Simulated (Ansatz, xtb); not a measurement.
## Two isomers of C7H6BP

We compare a, `BC1=PC(C#C)=CC=C1`, a singlet, with b, `BC1=PC=CC(C#C)=C1`, a singlet. Both are isolated molecules in the gas phase, relaxed with B3LYP/def2-SVP; the shapes shown needn't be the lowest conformers.

a (Å):

```xyz
15

C    -3.0664    0.0615    0.1505
C    -2.1735   -0.8180    0.7977
C    -0.7842   -0.7341    0.7045
C    -0.1293    0.2443   -0.0505
C    -0.7845    1.2442   -0.7938
C    -0.0094    2.1927   -1.5286
C     0.6345    3.0077   -2.1596
B    -4.5932   -0.1087    0.3116
P    -2.5461    1.3928   -0.8691
H    -5.3595    0.6419   -0.2408
H    -5.0304   -1.0027    0.9981
H    -2.6007   -1.6181    1.4127
H    -0.1736   -1.4631    1.2437
H     0.9652    0.2362   -0.0677
H     1.2018    3.7286   -2.7177
```

b (Å):

```yaml
atoms:
  - { symbol: C, position_ang: [-3.1496, 0.1514, -0.0808] }
  - { symbol: C, position_ang: [-1.9828, 0.7583, 0.4187] }
  - { symbol: C, position_ang: [-0.7186, 0.7100, -0.1991] }
  - { symbol: C, position_ang: [0.3941, 1.3726, 0.4141] }
  - { symbol: C, position_ang: [1.3379, 1.9337, 0.9324] }
  - { symbol: C, position_ang: [-0.5247, 0.0174, -1.4186] }
  - { symbol: C, position_ang: [-1.5321, -0.6580, -2.0982] }
  - { symbol: B, position_ang: [-4.4805, 0.2787, 0.6946] }
  - { symbol: P, position_ang: [-3.1947, -0.7727, -1.5787] }
  - { symbol: H, position_ang: [-4.5181, 0.8996, 1.7310] }
  - { symbol: H, position_ang: [-5.4882, -0.2367, 0.2762] }
  - { symbol: H, position_ang: [-2.0553, 1.3128, 1.3601] }
  - { symbol: H, position_ang: [2.1714, 2.4307, 1.3925] }
  - { symbol: H, position_ang: [0.4861, 0.0237, -1.8387] }
  - { symbol: H, position_ang: [-1.2630, -1.1589, -3.0348] }
```

Energies in hartree; the thermal terms are from GFN2-xTB frequencies at re-optimised GFN2-xTB minima (ideal gas, soft modes damped towards free rotors, one conformer each, 298.15 K, 1 atm) and include the zero-point energy:

```
                              a           b
E, CCSD(T)/def2-SVP  −634.771749  −634.771733
    E, MP2/def2-SVP  −634.663851  −634.663487
  E, MP2/def2-TZVPP  −635.334865  −635.334709
  zero-point energy     0.100603     0.100501
       H(298 K) − E     0.110801     0.110666
       G(298 K) − E     0.066591     0.066474
```

Q: Correct the CCSD(T) difference for the basis set by the MP2 change, then work out ΔE, ΔE₀, ΔH and ΔG for a → b in kJ/mol (1 Eh = 2625.50 kJ/mol) and the equilibrium ratio [b]/[a].

A: 1. Differences b − a: CCSD(T) +0.000016, MP2 in the small set +0.000364, MP2 in the large set +0.000156 Eh.
2. ΔE = +0.000016 + (+0.000156 − (+0.000364)) = −0.000192 Eh = −0.50 kJ/mol.
3. ΔE₀ = ΔE + ΔZPE = −0.000192 + (−0.000102) Eh = −0.77 kJ/mol.
4. ΔH = ΔE + (−0.000135) Eh = −0.86 kJ/mol.
5. ΔG = ΔE + (−0.000117) Eh = −0.81 kJ/mol, so ΔS = (ΔH − ΔG)/T = −0.2 J/(mol K).
6. kT = 0.9442 mEh, so K = [b]/[a] = exp(−ΔG/kT) = exp(+0.33) ≈ 1.4.

The two are too close for this level to say which is favoured. An error of 4 kJ/mol in ΔG would change K by a factor of 5. Mirror images and further conformers aren't counted.

As drawn, both hold the same kinds of bond in the same numbers.

Other levels gave ΔE = −0.7 (GFN2-xTB); +3.3 (HF/STO-3G, GFN2-xTB geometries); +1.8 (r2SCAN-D4/def2-SVP, GFN2-xTB geometries); +1.2 (B3LYP/def2-SVP); −1.3 (HF/def2-SVP); +1.0 (MP2/def2-SVP); 0.0 (CCSD(T)/def2-SVP) kJ/mol. The correlated steps freeze 13 core orbitals. Programs: Ansatz 0.2.0, xtb 6.7.1.
